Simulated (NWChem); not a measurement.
System: SbH3O2; SMILES [OH][SbH][OH]

NWChem input:

```
start job
memory heap 200 mb stack 900 mb global 1100 mb
geometry units angstroms
  Sb    -0.062693    -0.141082     0.255408
  H     -0.967192    -1.264372    -0.642309
  O      1.315706    -0.340289    -1.130467
  H      2.141352     0.087688    -0.911638
  O     -0.863318     1.405205    -0.616624
  H     -0.781749     1.315753    -1.567285
end
basis spherical
  * library def2-svp
end
ecp
  Sb library def2-ecp
end
dft
  xc pbe0
  iterations 150
end
driver
  maxiter 120
end
task dft optimize
dft
  grid fine
  convergence energy 1d-8 density 1d-7
end
task dft freq numerical
```

Output (shortened):

```
             Northwest Computational Chemistry Package (NWChem) 7.3.0
             --------------------------------------------------------

 C1  symmetry detected

                             Geometry "geometry" -> ""
                             -------------------------

 Output coordinates in angstroms (scale by  1.889725989 to convert to a.u.)

  No.       Tag          Charge          X              Y              Z
 ---- ---------------- ---------- -------------- -------------- --------------
    1 Sb                  51.0000    -0.35901244     0.02461785     0.02450869
    2 H                    1.0000    -0.39222338    -0.08544258    -1.67035957
    3 O                    8.0000     0.94196814    -1.44647494    -0.03592547
    4 H                    1.0000     1.14872314    -1.80845802     0.82370374
    5 O                    8.0000     1.02956761     1.38986408     0.04430411
    6 H                    1.0000     1.78084856     1.09127733    -0.47031652

 Effective nuclear repulsion energy (a.u.)     285.8805458497

                                Z-matrix (autoz)
                                --------

 Units are Angstrom for bonds and degrees for angles

      Type          Name      I     J     K     L     M      Value
      ----------- --------  ----- ----- ----- ----- ----- ----------
    1 Stretch                  1     2                       1.69876
    2 Stretch                  1     3                       1.96477
    3 Stretch                  1     5                       1.94742
    4 Stretch                  3     4                       0.95538
    5 Stretch                  5     6                       0.95834
    6 Bend                     1     3     4               113.53514
    7 Bend                     1     5     6               109.57828
    8 Bend                     2     1     3                86.20121
    9 Bend                     2     1     5                93.98537
   10 Bend                     3     1     5                93.04251
   11 Torsion                  2     1     3     4        -171.12875
   12 Torsion                  2     1     5     6         -53.13256
   13 Torsion                  3     1     5     6          33.26666
   14 Torsion                  4     3     1     5          95.07412

                           NWChem Geometry Optimization
                           ----------------------------

 maximum gradient threshold         (gmax) =   0.000450
 rms gradient threshold             (grms) =   0.000300
 maximum cartesian step threshold   (xmax) =   0.001800
 rms cartesian step threshold       (xrms) =   0.001200
 fixed trust radius                (trust) =   0.300000
 source of zmatrix                         =   autoz

          -------------------
          Energy Minimization
          -------------------

 Using diagonal initial Hessian
 Scaling for Hessian diagonals: bonds = 1.00  angles = 0.25  torsions = 0.10

          --------
          Step   0

                                 NWChem DFT Module
                                 -----------------

 Summary of "ao basis" -> "ao basis" (spherical)
 ------------------------------------------------------------------------------
       Tag                 Description            Shells   Functions and Types
 ---------------- ------------------------------  ------  ---------------------
 Sb                         def2-svp                10       26   4s4p2d
 H                          def2-svp                 3        5   2s1p
 O                          def2-svp                 6       14   3s2p1d

            General Information
            -------------------
          SCF calculation type: DFT
          Wavefunction type:  closed shell.
          No. of atoms     :     6
          No. of electrons :    42
           Alpha electrons :    21
            Beta electrons :    21
          Charge           :     0
          Spin multiplicity:     1
          Use of symmetry is: off; symmetry adaption is: off
          Maximum number of iterations: 150
          AO basis - number of functions:    69
                     number of shells:    31
          Convergence on energy requested:  1.00D-06
          Convergence on density requested:  1.00D-05
          Convergence on gradient requested:  5.00D-04

[...]

      ----------------------
      Optimization converged
      ----------------------

  Step       Energy      Delta E   Gmax     Grms     Xrms     Xmax
  ---- ---------------- -------- -------- -------- -------- --------
@    8    -392.22445808 -4.4D-07  0.00009  0.00004  0.00067  0.00136
                                     ok       ok       ok       ok

                                Z-matrix (autoz)
                                --------

 Units are Angstrom for bonds and degrees for angles

      Type          Name      I     J     K     L     M      Value     Gradient
      ----------- --------  ----- ----- ----- ----- ----- ---------- ----------
    1 Stretch                  1     2                       1.72693   -0.00002
    2 Stretch                  1     3                       1.99431    0.00006
    3 Stretch                  1     5                       1.98523   -0.00005
    4 Stretch                  3     4                       0.96488   -0.00008
    5 Stretch                  5     6                       0.96582    0.00009
    6 Bend                     1     3     4               109.71800    0.00003
    7 Bend                     1     5     6               111.42376    0.00003
    8 Bend                     2     1     3                89.20842   -0.00000
    9 Bend                     2     1     5                96.26696    0.00001
   10 Bend                     3     1     5                99.16582   -0.00002
   11 Torsion                  2     1     3     4        -170.79825    0.00003
   12 Torsion                  2     1     5     6         -38.54623    0.00000
   13 Torsion                  3     1     5     6          51.66240    0.00000
   14 Torsion                  4     3     1     5          92.98130    0.00001

                         Geometry "geometry" -> "geometry"
                         ---------------------------------

 Output coordinates in angstroms (scale by  1.889725989 to convert to a.u.)

  No.       Tag          Charge          X              Y              Z
 ---- ---------------- ---------- -------------- -------------- --------------
    1 Sb                  51.0000    -0.28338627    -0.00700023     0.02614531
    2 H                    1.0000    -0.38720140    -0.07568920    -1.69629416
    3 O                    8.0000     0.92424790    -1.59367342    -0.01099045
    4 H                    1.0000     1.06762175    -1.91476049     0.88753549
    5 O                    8.0000     1.08443891     1.42972887     0.10368388
    6 H                    1.0000     1.74415075     1.32677818    -0.59416509

 Effective nuclear repulsion energy (a.u.)     280.4333378856

                Final and change from initial internal coordinates
                --------------------------------------------------

                                Z-matrix (autoz)
                                --------

 Units are Angstrom for bonds and degrees for angles

[...]

 Rotational Constants
 --------------------
 A=   0.332593 cm-1  (  0.478517 K)
 B=   0.203131 cm-1  (  0.292253 K)
 C=   0.134561 cm-1  (  0.193599 K)

 Temperature                      =   298.15K
 frequency scaling parameter      =   1.0000

 Zero-Point correction to Energy  =   21.299 kcal/mol  (  0.033943 au)
 Thermal correction to Energy     =   24.349 kcal/mol  (  0.038803 au)
 Thermal correction to Enthalpy   =   24.942 kcal/mol  (  0.039747 au)

 Total Entropy                    =   72.389 cal/mol-K
   - Translational                =   41.024 cal/mol-K (mol. weight = 155.9171)
   - Rotational                   =   24.677 cal/mol-K (symmetry #  =        1)
   - Vibrational                  =    6.689 cal/mol-K

 Cv (constant volume heat capacity) =   15.821 cal/mol-K
   - Translational                  =    2.979 cal/mol-K
   - Rotational                     =    2.979 cal/mol-K
   - Vibrational                    =    9.862 cal/mol-K

[normal modes left out]

 ----------------------------------------------------------------------------
 Normal Eigenvalue ||           Projected Infra Red Intensities
  Mode   [cm**-1]  || [atomic units] [(debye/angs)**2] [(KM/mol)] [arbitrary]
 ------ ---------- || -------------- ----------------- ---------- -----------
    1       -0.000 ||    0.000336           0.008         0.328       0.059
    2       -0.000 ||    0.000016           0.000         0.016       0.003
    3       -0.000 ||    0.000157           0.004         0.153       0.027
    4        0.000 ||    0.000072           0.002         0.070       0.013
    5        0.000 ||    0.000191           0.004         0.186       0.033
    6        0.000 ||    0.000673           0.016         0.656       0.118
    7      184.895 ||    0.007838           0.181         7.641       1.371
    8      309.970 ||    0.111717           2.577       108.907      19.538
    9      330.529 ||    0.144146           3.326       140.521      25.210
   10      610.072 ||    0.103096           2.379       100.503      18.030
   11      619.980 ||    0.090932           2.098        88.645      15.903
   12      651.272 ||    0.027352           0.631        26.664       4.784
   13      697.977 ||    0.001629           0.038         1.588       0.285
   14      901.635 ||    0.018662           0.431        18.192       3.264
   15      927.204 ||    0.106337           2.453       103.663      18.597
   16     1921.084 ||    0.262040           6.045       255.450      45.828
   17     3869.830 ||    0.075938           1.752        74.028      13.281
   18     3881.800 ||    0.078084           1.801        76.120      13.656
 ----------------------------------------------------------------------------
```

Level: PBE0/def2-SVP with def2 effective core potentials on Sb. def2 effective core potentials on Sb; no spin-orbit coupling.
